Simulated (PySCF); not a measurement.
The same groups moved round the core (propene formyl). Gas-phase values, no solvent. One relaxed conformer stands for each flexible species; it need not be the lowest. Strings in code marks are SMILES.

The four lowest singlet excitations (Tamm–Dancoff). All values below come from PBE-D3(BJ)/def2-TZVP // B3LYP-D3(BJ)/def2-TZVP (PySCF). Excitations are Tamm–Dancoff values on a coarser integration grid. The basis has no diffuse functions, so Rydberg states are missing or too high.

```csv
state,energy (eV),wavelength (nm),oscillator strength
S1,3.34,371,0.000
S2,5.93,209,0.242
S3,6.02,206,0.002
S4,6.63,187,0.000
```

Which member gives these states?
A. `C/C=C/C=O` (C–C–C–O torsion 0°)
B. `C=CCC=O` (C–C–C–C torsion -120°, C–C–C–O torsion 131°)
C. `C/C=C\C=O` (C–C–C–O torsion 1°)
D. `C=C(C)C=O` (C–C–C–O torsion 180°)

D, `C=C(C)C=O` (C–C–C–O torsion 180°)
